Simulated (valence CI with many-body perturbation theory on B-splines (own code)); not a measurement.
# Bi LXIII: calculated level list

Computed by relativistic CI+MBPT: three valence electrons over a frozen Dirac-Fock core [Ar], radial functions for each j: 7 s, 7 p, 8 d, 6 f, 4 g, 1 h, with the one-electron correlation potential Σ1 (screened to all orders), the two-electron term Σ2, the three-electron term Σ3, Breit, model QED; selected single and double excitations, second order for the rest, scaled by the run's own slope (own B-spline code, finite nucleus).

No measured spectrum was set against this ion. As an estimate, large intervals hold to a few tenths of a per cent, small ones and those within an open d or f shell to about a per cent. Excitations out of the core, of the other parity, are not computed and may begin above about 271 eV (a cautious bound); beyond it only levels of the ground parity were kept, without lifetimes. Only levels of the ground parity were solved; by the run's estimate the other parity begins above the list, which can be wrong where configurations are misplaced.

Levels 1 to 19 of 19, with energies above the lowest level, (3d3/2^3) J=3/2. "Leading %" is the weight of the configuration and term that name the level; weights of strongly mixed levels are sums over their largest components and can fall short. In the jj column 3d3/2^4 stands for four electrons in 3d with j = 3/2. Lifetimes count E1, E2, E3, M1 and M2 decay at the calculated energies, and are blank where another channel may lead or the interval is too uncertain; long ones can be off by a factor of two.

| No. | Configuration | Term | J | E (Ry) | Leading % | Leading jj | Second component | Lifetime |
| --- | --- | --- | --- | --- | --- | --- | --- | --- |
| 1 | 3d³ | ²D | 3/2 | 0.000 | 42 | 3d3/2^3 (99 %) | 40 % 3d³ ⁴F |  |
| 2 | 3d³ | ⁴F | 5/2 | 8.633 | 79 | 3d3/2^2 3d5/2 (100 %) | 18 % 3d³ ²D | 53.5 ns |
| 3 | 3d³ | ⁴P | 3/2 | 9.150 | 38 | 3d3/2^2 3d5/2 (100 %) | 34 % 3d³ ⁴F | 67.8 ns |
| 4 | 3d³ | ²H | 9/2 | 9.428 | 49 | 3d3/2^2 3d5/2 (100 %) | 41 % 3d³ ²G |  |
| 5 | 3d³ | ²G | 7/2 | 9.493 | 50 | 3d3/2^2 3d5/2 (99 %) | 27 % 3d³ ⁴F | 80.5 μs |
| 6 | 3d³ | ⁴P | 1/2 | 9.612 | 56 | 3d3/2^2 3d5/2 (100 %) | 44 % 3d³ ²P | 184 ns |
| 7 | 3d³ | ²D | 5/2 | 11.697 | 50 | 3d3/2^2 3d5/2 (98 %) | 26 % 3d³ ⁴P | 752 ns |
| 8 | 3d³ | ⁴F | 7/2 | 17.976 | 70 | 3d3/2 3d5/2^2 (100 %) | 28 % 3d³ ²G | 31.5 ns |
| 9 | 3d³ | ⁴F | 9/2 | 18.376 | 48 | 3d3/2 3d5/2^2 (99 %) | 40 % 3d³ ²H | 52.9 ns |
| 10 | 3d³ | ⁴P | 3/2 | 18.850 | 40 | 3d3/2 3d5/2^2 (100 %) | 37 % 3d³ ²D | 28.0 ns |
| 11 | 3d³ | ²P | 1/2 | 19.101 | 56 | 3d3/2 3d5/2^2 (100 %) | 44 % 3d³ ⁴P | 42.1 ns |
| 12 | 3d³ | ²H | 11/2 | 19.150 | 100 | 3d3/2 3d5/2^2 (100 %) |  | 140 ns |
| 13 | 3d³ | ⁴P | 5/2 | 19.177 | 43 | 3d3/2 3d5/2^2 (98 %) | 37 % 3d³ ²D | 50.4 ns |
| 14 | 3d³ | ²F | 7/2 | 19.972 | 76 | 3d3/2 3d5/2^2 (99 %) | 22 % 3d³ ²G |  |
| 15 | 3d³ | ²F | 5/2 | 20.017 | 46 | 3d3/2 3d5/2^2 (99 %) | 38 % 3d³ ²D |  |
| 16 | 3d³ | ²D | 3/2 | 21.803 | 83 | 3d3/2 3d5/2^2 (99 %) | 13 % 3d³ ²P |  |
| 17 | 3d³ | ²G | 9/2 | 27.748 | 48 | 3d5/2^3 (100 %) | 41 % 3d³ ⁴F |  |
| 18 | 3d³ | ²P | 3/2 | 28.945 | 44 | 3d5/2^3 (99 %) | 38 % 3d³ ²D |  |
| 19 | 3d³ | ²D | 5/2 | 29.799 | 57 | 3d5/2^3 (99 %) | 22 % 3d³ ²F |  |

The ionisation energy to 3d² ³F2 of the next ion comes out as 6805.6 eV (NIST: 6804 ± 15 eV (theoretical)). All 19 levels together are meant to be complete up to 19.909 Ry.
